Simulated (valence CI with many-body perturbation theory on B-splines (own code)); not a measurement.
Ladder of approximations for Yb38+

Calculated by configuration interaction combined with many-body perturbation theory (CI+MBPT): four valence electrons over a frozen Dirac-Fock core [Ar] 3d10, a basis of 11 s, 11 p, 9 d, 7 f, 5 g, 2 h, 1 i functions for each j, with the one-electron correlation potential Σ1, the two-electron term Σ2, the three-electron term Σ3, Breit, model QED; selected CI, second order for the rest (own B-spline code, finite nucleus).

No measured spectrum was set against this ion. As an estimate, large intervals hold to a few tenths of a per cent, small ones and those within an open d or f shell to about a per cent.

Each rung adds one term. CI alone is the Dirac-Coulomb CI over the frozen core; QED comes last and gives the full result, which names the levels. Energies are above (4s^2 4p1/2^2) J=0 on the same rung, in cm⁻¹.

Levels are named by their leading jj configuration (3d3/2^4 stands for four electrons in 3d with j = 3/2), which in mixed levels can hold well under half, so a name can repeat and another be missing. Letters in brackets count levels of one name in rising energy.

```csv
Level,CI alone
(4s^2 4p1/2 4p3/2) J=1,542989
(4s^2 4p1/2 4p3/2) J=2,575552
(4s^2 4p3/2^2) J=2,1142620
(4s^2 4p3/2^2) J=0,1212790
(4s 4p1/2^2 4p3/2) J=2,1238730
(4s 4p1/2^2 4p3/2) J=1,1351910
(4s^2 4p1/2 4d3/2) J=2,1669940
(4s 4p1/2 4p3/2^2) J=2 [a],1730360
(4s 4p1/2 4p3/2^2) J=3,1790610
(4s^2 4p1/2 4d3/2) J=1,1807670
(4s 4p1/2 4p3/2^2) J=0,1874890
(4s^2 4p1/2 4d5/2) J=2,1898280
(4s^2 4p1/2 4d5/2) J=3,1907090
(4s 4p1/2 4p3/2^2) J=1 [a],1929510
(4s 4p1/2 4p3/2^2) J=2 [b],1960870
(4s 4p1/2 4p3/2^2) J=1 [b],1970350
```

Q: What do these energies become with core correlation, Breit and QED?

A: (4s^2 4p1/2 4p3/2) J=1 540331 (-2659); (4s^2 4p1/2 4p3/2) J=2 572061 (-3491); (4s^2 4p3/2^2) J=2 1136350 (-6271); (4s^2 4p3/2^2) J=0 1205580 (-7211); (4s 4p1/2^2 4p3/2) J=2 1234330 (-4399); (4s 4p1/2^2 4p3/2) J=1 1343180 (-8737); (4s^2 4p1/2 4d3/2) J=2 1660960 (-8976); (4s 4p1/2 4p3/2^2) J=2 [a] 1724700 (-5662); (4s 4p1/2 4p3/2^2) J=3 1782380 (-8235); (4s^2 4p1/2 4d3/2) J=1 1791080 (-16589); (4s 4p1/2 4p3/2^2) J=0 1866300 (-8587); (4s^2 4p1/2 4d5/2) J=2 1883070 (-15215); (4s^2 4p1/2 4d5/2) J=3 1892410 (-14674); (4s 4p1/2 4p3/2^2) J=1 [a] 1917600 (-11912); (4s 4p1/2 4p3/2^2) J=2 [b] 1944910 (-15960); (4s 4p1/2 4p3/2^2) J=1 [b] 1953430 (-16919).

Q: How does the ionisation energy move along the ladder, and which term matters most?

A: CI alone 1791.7, + Σ1 1793.4, + Σ2 1793.6, + Σ3 1793.5, + Breit 1791.4, + QED 1791.4 eV. The largest step is Breit, -2.1 eV. NIST lists 1789 ± 4 eV (theoretical).
